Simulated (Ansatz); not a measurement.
Ansatz (a first-principles code) input for Se(I)(SH) (HISSe), SMILES I[Se]S, PBE0-D3(BJ)/def2-SVP. 

Ansatz 0.2 input:
```yaml
crystal:
  periodic: [false, false, false]
  atoms:
    - {symbol: Se, position_ang: [-0.71579824, -0.18379835, 0.99240997]}
    - {symbol: I, position_ang: [1.12999104, 0.52926066, -0.55035915]}
    - {symbol: S, position_ang: [-2.12259676, -1.21009546, -0.27274246]}
    - {symbol: H, position_ang: [-1.59083720, -2.44014349, -0.20902435]}
basis:
  gaussian:
    orbitals: def2-SVP
hamiltonian:
  xc: pbe0
  dispersion: d3bj
relax: {f_tol: 0.002, max_steps: 200}
```

Log of the run:

```
WARN ansatz: RAYON_NUM_THREADS=1 ignored (pool sized by the plan → 1); use --threads N
Functional definition: PBE0
integrals: 0.03 GiB planned
930 factors; integrals over basis functions are off by at most 2.8e-4 eV
mean field: 0.38 GiB planned
mean field evaluation 1: about -84279.9179 eV, gradient 1.0e1 eV
mean field evaluation 2: about -84279.7778 eV, gradient 1.2e1 eV
mean field evaluation 4: about -84280.1507 eV, gradient 3.5e-1 eV
mean field evaluation 8: about -84280.1682 eV, gradient 4.0e-2 eV
mean field evaluation 16: about -84280.1682 eV, gradient 3.8e-5 eV
mean field -84280.16824352 eV, -3097.2390557995 hartree, gradient 3.8e-5 eV, S^2 0.000000; 0 other end points of the search recorded, 0 dependent functions left out
the calculation of the forces begins
reference -84280.16826256 eV, -3097.2390564993 hartree; 38, 38 occupied and 43, 43 virtual orbitals, 930 factors
relax step   1: F+E_penalty+E_count = -84280.29668994 eV  Δ(F+E_penalty+E_count) = +0.000e0 eV  max|allowed force component| = 5.682e-1 eV/Å  Δτ_max = 0.0000 Å  (26 SCF iters, accepted)
these checks for a lower state are left out or cut short: starts, cluster_reference, orbital_swaps, neighbouring_geometries, increment
integrals: 0.03 GiB planned
930 factors; integrals over basis functions are off by at most 2.6e-4 eV
mean field: 0.38 GiB planned
mean field -84280.18444101 eV, -3097.2396510465 hartree, gradient 1.4e-5 eV, S^2 0.000000; 0 other end points of the search recorded, 0 dependent functions left out
the calculation of the forces begins
reference -84280.18446025 eV, -3097.2396517533 hartree; 38, 38 occupied and 43, 43 virtual orbitals, 930 factors
relax step   2: F+E_penalty+E_count = -84280.31085968 eV  Δ(F+E_penalty+E_count) = -1.417e-2 eV  max|allowed force component| = 2.473e-1 eV/Å  Δτ_max = 0.0651 Å  (31 SCF iters, accepted)
these checks for a lower state are left out or cut short: starts, cluster_reference, orbital_swaps, neighbouring_geometries, increment
integrals: 0.03 GiB planned
930 factors; integrals over basis functions are off by at most 2.7e-4 eV
mean field: 0.38 GiB planned
mean field -84280.18973194 eV, -3097.2398454844 hartree, gradient 1.3e-5 eV, S^2 0.000000; 0 other end points of the search recorded, 0 dependent functions left out
the calculation of the forces begins
reference -84280.18975114 eV, -3097.2398461899 hartree; 38, 38 occupied and 43, 43 virtual orbitals, 930 factors
relax step   3: F+E_penalty+E_count = -84280.31683366 eV  Δ(F+E_penalty+E_count) = -5.974e-3 eV  max|allowed force component| = 5.845e-2 eV/Å  Δτ_max = 0.0280 Å  (33 SCF iters, accepted)
these checks for a lower state are left out or cut short: starts, cluster_reference, orbital_swaps, neighbouring_geometries, increment
integrals: 0.03 GiB planned
930 factors; integrals over basis functions are off by at most 2.7e-4 eV
mean field: 0.38 GiB planned
mean field evaluation 32: about -84280.1738 eV, gradient 1.7e-3 eV
mean field -84280.18973553 eV, -3097.2398456163 hartree, gradient 1.2e-5 eV, S^2 0.000000; 0 other end points of the search recorded, 0 dependent functions left out
the calculation of the forces begins
reference -84280.18975467 eV, -3097.2398463197 hartree; 38, 38 occupied and 43, 43 virtual orbitals, 930 factors
relax step   4: F+E_penalty+E_count = -84280.31714015 eV  Δ(F+E_penalty+E_count) = -3.065e-4 eV  max|allowed force component| = 4.750e-2 eV/Å  Δτ_max = 0.0194 Å  (33 SCF iters, accepted)
these checks for a lower state are left out or cut short: starts, cluster_reference, orbital_swaps, neighbouring_geometries, increment
integrals: 0.03 GiB planned
930 factors; integrals over basis functions are off by at most 2.7e-4 eV
mean field: 0.38 GiB planned
mean field -84280.19014547 eV, -3097.2398606814 hartree, gradient 1.7e-5 eV, S^2 0.000000; 0 other end points of the search recorded, 0 dependent functions left out
the calculation of the forces begins
reference -84280.19016464 eV, -3097.2398613857 hartree; 38, 38 occupied and 43, 43 virtual orbitals, 930 factors
relax step   5: F+E_penalty+E_count = -84280.31739879 eV  Δ(F+E_penalty+E_count) = -2.586e-4 eV  max|allowed force component| = 1.157e-2 eV/Å  Δτ_max = 0.0079 Å  (26 SCF iters, accepted)
these checks for a lower state are left out or cut short: starts, cluster_reference, orbital_swaps, neighbouring_geometries, increment
integrals: 0.03 GiB planned
930 factors; integrals over basis functions are off by at most 2.7e-4 eV
mean field: 0.38 GiB planned
mean field -84280.19016390 eV, -3097.2398613588 hartree, gradient 3.2e-5 eV, S^2 0.000000; 0 other end points of the search recorded, 0 dependent functions left out
the calculation of the forces begins
reference -84280.19018307 eV, -3097.2398620631 hartree; 38, 38 occupied and 43, 43 virtual orbitals, 930 factors
relax step   6: F+E_penalty+E_count = -84280.31740659 eV  Δ(F+E_penalty+E_count) = -7.796e-6 eV  max|allowed force component| = 5.745e-3 eV/Å  Δτ_max = 0.0005 Å  (21 SCF iters, accepted)
these checks for a lower state are left out or cut short: starts, cluster_reference, orbital_swaps, neighbouring_geometries, increment
integrals: 0.03 GiB planned
930 factors; integrals over basis functions are off by at most 2.7e-4 eV
mean field: 0.38 GiB planned
mean field -84280.19016969 eV, -3097.2398615713 hartree, gradient 4.5e-5 eV, S^2 0.000000; 0 other end points of the search recorded, 0 dependent functions left out
the calculation of the forces begins
reference -84280.19018885 eV, -3097.2398622756 hartree; 38, 38 occupied and 43, 43 virtual orbitals, 930 factors
relax step   7: F+E_penalty+E_count = -84280.31740947 eV  Δ(F+E_penalty+E_count) = -2.879e-6 eV  max|allowed force component| = 8.282e-4 eV/Å  Δτ_max = 0.0008 Å  (21 SCF iters, accepted)
integrals: 0.03 GiB planned
930 factors; integrals over basis functions are off by at most 2.7e-4 eV
mean field: 0.38 GiB planned
mean field evaluation 64: about -84280.1902 eV, gradient 3.0e-3 eV
mean field -84280.19016969 eV, -3097.2398615713 hartree, gradient 4.5e-5 eV, S^2 0.000000; 1 other end points of the search recorded, 0 dependent functions left out
the calculation of the forces begins
reference -84280.19018885 eV, -3097.2398622756 hartree; 38, 38 occupied and 43, 43 virtual orbitals, 930 factors
Total energy: -84280.31742863 eV, -3097.2445382512 hartree
Atom 0 at    -0.722561    -0.180884     1.005754 Å, force    -0.000016     0.000061     0.000828 eV/Å
Atom 1 at     1.162370     0.546695    -0.561114 Å, force     0.000032    -0.000051    -0.000376 eV/Å
Atom 2 at    -2.144898    -1.216453    -0.272937 Å, force    -0.000150     0.000069    -0.000537 eV/Å
Atom 3 at    -1.594152    -2.454135    -0.211419 Å, force     0.000133    -0.000079     0.000085 eV/Å
Dipole moment:    -0.061853    -0.280238     0.042616 e Å
```

The run converged.

Cost: around 26 core-seconds (rough).
